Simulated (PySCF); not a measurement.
In(Br)(Vi)2, C4H6BrIn, SMILES [In]([CH]=C)([CH]=C)[Br] (PBE0/def2-SVP optimised geometry):

```
12

In     0.192     0.001     0.000
Br     2.707     0.001     0.000
C     -0.644    -1.963     0.000
C     -1.951    -2.218     0.128
H      0.050    -2.807    -0.101
H     -2.342    -3.244     0.133
H     -2.705    -1.430     0.238
C     -0.644     1.964     0.000
C     -1.953     2.218    -0.122
H      0.049     2.809     0.095
H     -2.344     3.244    -0.127
H     -2.707     1.429    -0.226
```

Calculation: PBE0/def2-TZVP, def2 effective core potentials past Kr (PySCF).

**Question.** What are the frontier orbital energies and the dipole moment?

**Answer.** HOMO-2 -8.25 eV, HOMO-1 -7.89 eV, HOMO -7.51 eV, LUMO -1.92 eV, LUMO+1 -0.62 eV; dipole moment 3.79 D.
